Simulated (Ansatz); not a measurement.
Geometry optimisation, RKS PBE0/def2-mTZVP (Ansatz 0.2.0).

The input (input.yaml):

```yaml
crystal:
  periodic: [false, false, false]
  atoms:
    - { symbol: Al, position_ang: [-0.028475, -0.109659, -0.157933] }
    - { symbol: F, position_ang: [-0.079409, -0.149321, 1.522368] }
    - { symbol: "N", position_ang: [1.54614, -0.064563, -0.944674] }
    - { symbol: H, position_ang: [1.703472, -0.153969, -1.939681] }
    - { symbol: H, position_ang: [2.407819, 0.157934, -0.466623] }
    - { symbol: "N", position_ang: [-1.56945, -0.283859, -0.995265] }
    - { symbol: H, position_ang: [-2.454518, -0.422097, -0.531119] }
    - { symbol: H, position_ang: [-1.705681, -0.21062, -1.991947] }
    - { symbol: Br, position_ang: [0.267939, 3.134917, 1.393167] }
    - { symbol: H, position_ang: [0.089864, 1.858037, 2.170606] }
basis:
  gaussian: { orbitals: def2-mTZVP }
hamiltonian:
  xc: pbe0
relax:
  f_tol: 0.03
  max_steps: 50
```

Run as:

```bash
$ ansatz run input.yaml --threads 4 --pin off --max-ram 5120MiB --backend cpu --events-out ev --progress --plain --runs-dir out
```

Where does it end, and by what steps?

It converged. The force dipped under the threshold on the way, but the program's further checks kept it going. After 20 steps the energy has fallen by 0.095 eV; Br9 moved furthest, 1.61 Å.

```csv
step,energy less start (eV),largest force component (eV/Å),accepted
0,0.0000,1.129,yes
1,-0.0426,0.197,yes
2,-0.0493,0.212,yes
3,-0.0510,0.190,yes
4,-0.0535,0.143,yes
5,-0.0578,0.157,yes
6,-0.0606,0.340,yes
7,-0.0663,0.315,yes
8,-0.0718,0.386,yes
9,-0.0775,0.308,yes
10,-0.0831,0.170,yes
11,-0.0872,0.031,yes
12,-0.0891,0.240,yes
13,-0.0918,0.087,yes
14,-0.0921,0.037,yes
15,-0.0936,0.038,yes
16,-0.0942,0.084,yes
17,-0.0948,0.059,yes
18,-0.0951,0.034,yes
19,-0.0953,0.027,yes
20,-0.0954,0.029,yes
```

```xyz
10
Properties=species:S:1:pos:R:3
Al -0.040 -0.017 -0.428
F -0.099 0.718 1.071
N 1.550 -0.244 -1.142
H 1.742 -0.669 -2.037
H 2.412 0.045 -0.703
N -1.575 -0.491 -1.141
H -2.470 -0.344 -0.699
H -1.699 -0.942 -2.035
Br 0.266 3.460 2.966
H 0.091 2.243 2.208
```

Whether the end is a true minimum wasn't checked by a vibrational analysis.

The run took 42 s on 4 threads of Arm Neoverse V2 (shared host), peak memory 0.33 GiB.
